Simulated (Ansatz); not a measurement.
Ansatz (an electronic-structure program) input (CCSD(T)/aug-cc-pVDZ):

Ansatz 0.2 input:
```yaml
crystal:
  periodic: [false, false, false]
  atoms:
    - {symbol: C, position_ang: [1.49375860, 0.93590360, 0.61655776]}
    - {symbol: C, position_ang: [0.54448626, 0.25735295, 0.32958994]}
    - {symbol: C, position_ang: [-0.58743394, -0.59110517, 0.03664527]}
    - {symbol: O, position_ang: [-1.28222454, -0.47303958, -0.94259566]}
    - {symbol: H, position_ang: [2.33101412, 1.54736477, 0.85341856]}
    - {symbol: H, position_ang: [-0.77808336, -1.37595642, 0.79058889]}
basis:
  gaussian:
    orbitals: aug-cc-pVDZ
magnetization: {spin_polarized: false}
correlation: {method: ccsd_t, electrons: outside_noble_gas}
output: {forces: true}
```

Output:

```
Functional definition: HF
integrals: 0.18 GiB planned
1105 factors; integrals over basis functions are off by at most 1.0e-3 eV
mean field: 0.31 GiB planned
mean field evaluation 1: about -5155.1897 eV, gradient 3.6e1 eV
mean field evaluation 2: about -5155.1911 eV, gradient 3.6e1 eV
mean field evaluation 4: about -5158.2849 eV, gradient 4.4e0 eV
mean field evaluation 8: about -5158.3590 eV, gradient 3.0e-1 eV
mean field evaluation 16: about -5158.2837 eV, gradient 4.4e0 eV
mean field -5158.35968137 eV, -189.5662218287 hartree, gradient 1.7e-6 eV, S^2 0.000000; 0 other end points of the search recorded, 0 dependent functions left out; unrestricted orbitals would lower it
4 core orbitals not correlated
reference -5158.35968137 eV, -189.5662218287 hartree; 10, 10 occupied and 96, 96 virtual orbitals, 1105 factors
densities: 0.80 GiB planned
second order -15.71665068 eV of doubles, -0.00000000 eV of singles
coupled cluster: 0.52 GiB planned
cycle   1  -15.54932673 eV  change    1.7e-1 eV  update   1.1e-1
cycle   2  -16.03514221 eV  change   -4.9e-1 eV  update   3.7e-2
cycle   3  -16.18225870 eV  change   -1.5e-1 eV  update   2.0e-2
cycle   4  -16.18214561 eV  change    1.1e-4 eV  update   5.9e-3
cycle   5  -16.18373114 eV  change   -1.6e-3 eV  update   2.6e-3
cycle   6  -16.18548618 eV  change   -1.8e-3 eV  update   8.1e-4
cycle   7  -16.18535126 eV  change    1.3e-4 eV  update   3.3e-4
cycle   8  -16.18526667 eV  change    8.5e-5 eV  update   1.1e-4
cycle   9  -16.18527590 eV  change   -9.2e-6 eV  update   4.6e-5
cycle  10  -16.18527336 eV  change    2.5e-6 eV  update   1.7e-5
cycle  11  -16.18525346 eV  change    2.0e-5 eV  update   7.1e-6
cycle  12  -16.18525841 eV  change   -4.9e-6 eV  update   3.2e-6
coupled cluster: 0.53 GiB planned
perturbative correction -0.71490595 eV, -0.0262723092 hartree
the calculation of the forces begins
Total energy: -5175.25984573 eV, -190.1872914136 hartree
Atom 0 at     1.493759     0.935904     0.616558 Å, force     2.146617     1.500623     0.691228 eV/Å
Atom 1 at     0.544486     0.257353     0.329590 Å, force    -1.806935    -1.214266    -0.643034 eV/Å
Atom 2 at    -0.587434    -0.591105     0.036645 Å, force     0.270813    -0.537103     0.996192 eV/Å
Atom 3 at    -1.282225    -0.473040    -0.942596 Å, force    -0.977492     0.163892    -1.374912 eV/Å
Atom 4 at     2.331014     1.547365     0.853419 Å, force     0.456523     0.340199     0.120651 eV/Å
Atom 5 at    -0.778083    -1.375956     0.790589 Å, force    -0.089527    -0.253344     0.209874 eV/Å
Dipole moment:     0.394119     0.038413     0.423601 e Å
```
